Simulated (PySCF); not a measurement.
CH₄MgOS, SMILES [SH][Mg][O]C. Heavy atoms are numbered as in [Mg:1]([O:2][CH3:3])[SH:7]. Hydrogens are named by the atom that carries them.

Geometry optimised at B3LYP-D3(BJ)/def2-SVP. One conformer was computed; it need not be the lowest.

Method: PySCF with PBE0/pcSseg-1.

GIAO shieldings, no solvent; atoms alike by connectivity are averaged. δ = σ(ref) − σ: ¹⁷O against H2O (σ = 334.2 ppm); ¹³C against TMS (σ = 186.3 ppm); ¹H against TMS (σ = 31.56 ppm); ³³S against H2S (σ = 716.7 ppm), references at their B3LYP-D3(BJ)/def2-TZVP geometries, non-relativistic.

| nucleus | atoms | count | δ (ppm) |
|---|---|---|---|
| ¹⁷O | O2 | 1 | -33.2 |
| ¹³C | C3 (CH3) | 1 | 58.6 |
| ¹H | H on C3 | 3 | 4.27 |
| ¹H | H on S7 | 1 | -1.12 |
| ³³S | S7 (SH) | 1 | -168.0 |
